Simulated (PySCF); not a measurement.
C2H5NO2Si, SMILES C1[Si@H](OCN=1)O.

Geometry optimised at B3LYP-D3(BJ)/def2-SVP. The structure was generated by enumeration; whether it is a known compound was not checked. One conformer was computed; it need not be the lowest.

Level of theory: B3LYP-D3(BJ)/def2-SVP run with PySCF.

Frequencies are harmonic and unscaled.

| mode | ν (cm⁻¹) | IR (km/mol) | moving atoms (share of kinetic energy) |
|---|---|---|---|
| 1 | 133 | 1.5 | O 50 %, H 19 %, C 13 %, N 11 % |
| 2 | 193 | 10.8 | H 44 %, O 25 %, C 18 %, Si 10 % |
| 3 | 297 | 59.5 | H 37 %, O 34 %, N 12 %, Si 12 % |
| 4 | 348 | 107.7 | H 48 %, O 40 % |
| 5 | 435 | 0.9 | C 34 %, N 25 %, H 24 %, O 12 % |
| 6 | 515 | 34.7 | Si 41 %, O 20 %, C 16 %, N 12 %, H 11 % |
| 7 | 666 | 0.0 | C 43 %, H 16 %, Si 14 %, O 14 %, N 13 % |
| 8 | 696 | 10.6 | H 64 %, N 14 %, O 12 % |
| 9 | 765 | 108.3 | O 49 %, H 25 %, C 14 %, Si 9 % |
| 10 | 803 | 49.4 | H 65 %, O 20 %, Si 11 % |
| 11 | 851 | 34.9 | H 36 %, N 25 %, C 19 %, Si 12 % |
| 12 | 873 | 42.3 | H 66 %, C 20 % |
| 13 | 912 | 104.9 | H 82 %, O 13 % |
| 14 | 942 | 206.5 | Si 45 %, O 33 %, H 18 % |
| 15 | 965 | 60.2 | C 63 %, N 18 %, H 16 % |
| 16 | 1074 | 113.6 | C 42 %, H 31 %, O 22 % |
| 17 | 1078 | 111.9 | C 41 %, H 33 %, O 21 % |
| 18 | 1241 | 0.9 | H 95 % |
| 19 | 1306 | 4.8 | H 75 %, C 14 %, N 11 % |
| 20 | 1357 | 9.3 | H 78 %, C 17 % |
| 21 | 1464 | 5.5 | H 92 % |
| 22 | 1656 | 2.5 | C 49 %, N 47 % |
| 23 | 2299 | 126.6 | H 97 % |
| 24 | 3023 | 42.9 | H 95 % |
| 25 | 3064 | 18.5 | H 90 %, C 10 % |
| 26 | 3117 | 18.4 | H 92 %, C 8 % |
| 27 | 3868 | 89.1 | H 94 % |
